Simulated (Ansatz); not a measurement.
Isolated molecules relaxed with PBE0-D4/def2-TZVP in Ansatz; ΔE leaves out vibrations. CCSD(T)/CBS adds triple-zeta CCSD(T) − MP2 to the extrapolated MP2 energy (def2 sets, frozen cores). This one scheme is used for every species. DFT in def2-TZVPP. Each species was taken in one conformer, which may not be the lowest.

Reaction (redistribution): `C=C[SiH2]N[SiH3]` + BH₃ → SiH₄ + `BN[SiH2]C=C`

Question: Is it downhill or uphill in electronic energy at CCSD(T)/CBS, and by how much? (Estimate.)

Answer: Computed: Downhill: ΔE = -92.0 kJ/mol.

Question: What do these levels give: revPBE-D4, r2SCAN-D4, B97M-V, BHLYP-D4, BHLYP, HF/CBS(def2)? (Best estimate.)

Answer: Ansatz gave: revPBE-D4 -103.1, r2SCAN-D4 -100.0, B97M-V -98.4, BHLYP-D4 -89.3, BHLYP -94.0, HF/CBS(def2) -80.0 kJ/mol.

Question: What do rigid-rotor, harmonic-oscillator terms from PBE0-D4/def2-TZVP frequencies (298.15 K, 1 bar) make of the CCSD(T)/CBS value? (Estimate.)

Answer: Ansatz gave: ΔZPE = +5.8 kJ/mol, ΔH = -88.9 kJ/mol, ΔS = -23 J/(mol·K), ΔG = -82.1 kJ/mol. Modes under 50 cm⁻¹ make the entropy rough.

Largest T1 diagnostic among the species: 0.012.

From PBE to PBE0 (25 % exact exchange), in def2-TZVPP and without D4, ΔE moves by +7.6 kJ/mol. In def2-TZVPP, CCSD(T) changes the Hartree–Fock value by −13.8 kJ/mol (the triples alone add −2.6 kJ/mol) and MP2 by −10.4 kJ/mol. The D4 term adds +4.6 kJ/mol with B3LYP and +2.6 kJ/mol with PBE0; it sums over pairs of atoms, weighted by their polarisabilities, and B3LYP, whose exchange is more repulsive, gets the larger term.

B3LYP here is the variant with VWN-RPA as its local correlation; programs differ in this.
